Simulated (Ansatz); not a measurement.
Relaxation of AlCl2FH2O (7 atoms, charge 0, multiplicity 1), to a largest force component of 0.03 eV/Å in at most 50 steps.

Theory: RKS PBE0/def2-SVP in Ansatz.

```xyz
7
Properties=species:S:1:pos:R:3
Al 0.132 0.308 -0.050
Cl 0.062 0.428 2.135
Cl 1.836 0.858 -1.094
F -1.306 0.047 -0.822
O 0.407 -2.511 0.795
H -0.459 -2.924 0.681
H 0.351 -2.088 1.682
```

Where does it end, and by what steps?

It converged. After 11 steps the energy has fallen by 1.029 eV; H6 moved furthest, 0.61 Å. Joined: Al1–O5 (2.96 → 1.96 Å).

```csv
step,energy less start (eV),largest force component (eV/Å),accepted
0,0.0000,1.446,yes
1,-0.2672,1.215,yes
2,-0.5947,1.366,yes
3,-0.8634,1.421,yes
4,-0.9599,0.515,yes
5,-0.9952,0.409,yes
6,-1.0200,0.314,yes
7,-1.0253,0.049,yes
8,-1.0269,0.033,yes
9,-1.0282,0.042,yes
10,-1.0290,0.043,yes
11,-1.0292,0.028,yes
```

```xyz
7
Properties=species:S:1:pos:R:3
Al 0.151 -0.086 0.193
Cl 0.031 0.639 2.178
Cl 1.799 0.470 -0.977
F -1.298 -0.340 -0.602
O 0.364 -1.978 0.648
H -0.379 -2.478 0.276
H 0.355 -2.109 1.610
```

Whether the end is a true minimum wasn't checked by a vibrational analysis.

Run time: 33 s on 2 threads of Arm Neoverse V1, on a shared host, peak memory 0.19 GiB.
